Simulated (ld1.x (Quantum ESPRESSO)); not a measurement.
## Configuration tests for oxygen (O) (PAW)

O, PAW, made with ld1.x (Quantum ESPRESSO) 7.5 (LDA (PZ), non-relativistic). Core [He], reference 2s2 2p3 (charge +1). Waves: 2s (bound): rcut 0.65, rcutus 0.80 bohr; 2s channel at -0.15 Ry: rcut 0.65, rcutus 0.80 bohr; 2p (bound): rcut 0.85, rcutus 1.00 bohr; 2p channel at -1.5 Ry: rcut 0.85, rcutus 1.00 bohr; 3d channel at -0.15 Ry: rcut 0.80, rcutus 1.00 bohr; 3d channel at 2.4 Ry: rcut 0.80, rcutus 1.00 bohr. Local part: all-electron potential smoothed inside 0.90 bohr (lloc = -1). Core correction: Bessel-smoothed model core inside 0.65 bohr. Augmentation charge: PSQ, inside the norm-conserving radii.

Energies are relative to the spin-unpolarised reference configuration 2s2 2p3; without spin polarisation the order of configurations can differ from experiment. Spin-polarised rows fill each open shell by Hund’s rule, majority spin first.

```json
{"valence configuration": "2s2 2p4", "charge": "0", "ΔE all-electron (eV)": "-16.592", "error AE − PS (meV)": "-0.2"}
{"valence configuration": "2s2 2p2", "charge": "+2", "ΔE all-electron (eV)": "33.716", "error AE − PS (meV)": "-1.0"}
{"valence configuration": "2s2 2p1", "charge": "+3", "ΔE all-electron (eV)": "87.683", "error AE − PS (meV)": "-6.1"}
{"valence configuration": "2s1 2p4", "charge": "+1", "ΔE all-electron (eV)": "14.780", "error AE − PS (meV)": "-0.4"}
{"valence configuration": "2s2 2p0", "charge": "+4", "ΔE all-electron (eV)": "164.635", "error AE − PS (meV)": "-16"}
{"valence configuration": "2s2 2p4.3", "charge": "-0.3", "ΔE all-electron (eV)": "-18.768", "error AE − PS (meV)": "-0.3"}
{"valence configuration": "2s2 2p4 (spin-polarised)", "charge": "0", "ΔE all-electron (eV)": "-18.001", "error AE − PS (meV)": "-1.9"}
```

Problem. What are ΔE and the potential's error for 2s2 2p3 (spin-polarised)?

Solution. ΔE = -4.012 eV all-electron; the error (AE − PS) is -4.6 meV.

Problem. What are ΔE and the potential's error for 2s2 2p3.5?

Solution. ΔE = -10.222 eV all-electron; the error (AE − PS) is -0.1 meV.

Levels in the configuration 2s2 2p4.3:

| level | all-electron (eV) | pseudo (eV) |
| --- | --- | --- |
| 2s | -19.739 | -19.739 |
| 2p | -5.370 | -5.370 |
